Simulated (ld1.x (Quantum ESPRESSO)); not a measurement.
## Zr TM semilocal: all-electron and pseudo phase curves

Zr, norm-conserving Troullier–Martins (semilocal form), made with ld1.x (Quantum ESPRESSO) 7.5 (PBEsol, scalar-relativistic). Core [Kr], reference 4d2 5s2 5p0. Waves: 5s (bound): rc 3.10 bohr; 4d (bound): rc 2.05 bohr; 5p (bound, empty): rc 3.50 bohr. Local part: the p channel. Core correction: Bessel-smoothed model core inside 2.10 bohr.

The phase is arctan(r·u′/u) with u = r·R(r), unwrapped; energies in Ry, scanned from -2 to 5 Ry. A pole is an energy at which the radial function vanishes at the test radius. The pseudo phase is shifted by a multiple of π to meet the all-electron one at the reference energy, and phase errors are pseudo minus all-electron; the curves can meet again beyond the range given. Levels narrower than the energy grid can be missing from the lists of poles.

For each channel, where are the poles, and over which energies does the pseudopotential scatter like the atom?

```json
{"channel": "s", "radius (bohr)": "3.78", "reference energy (Ry)": "-0.33", "poles, all-electron": "0.46, 4.51", "poles, pseudo": "0.43, 3.27", "unbroken range about the reference energy with phases within 0.05 rad": "below 1.2", "phase error 1 Ry above the reference energy (rad)": "-0.012"}
{"channel": "p", "radius (bohr)": "3.78", "reference energy (Ry)": "-0.11", "poles, all-electron": "1.14", "poles, pseudo": "1.03, 3.93", "unbroken range about the reference energy with phases within 0.05 rad": "below 1.5", "phase error 1 Ry above the reference energy (rad)": "-0.021"}
{"channel": "d", "radius (bohr)": "3.78", "reference energy (Ry)": "-0.27", "poles, all-electron": "-0.11, 2.51", "poles, pseudo": "-0.11, 2.52", "unbroken range about the reference energy with phases within 0.05 rad": "below 4.3", "phase error 1 Ry above the reference energy (rad)": "+0.002"}
```

Phases in the d channel:

```csv
E (Ry),all-electron,pseudo
-2.00,1.379,1.379
-1.52,1.348,1.348
-1.04,1.290,1.290
-0.56,1.078,1.078
-0.08,-1.614,-1.614
0.40,-1.924,-1.923
0.88,-2.665,-2.661
1.36,-4.267,-4.265
1.84,-4.573,-4.572
2.32,-4.682,-4.681
2.80,-4.752,-4.751
3.28,-4.821,-4.819
3.76,-4.931,-4.926
4.24,-5.311,-5.279
4.72,-7.213,-7.167
```
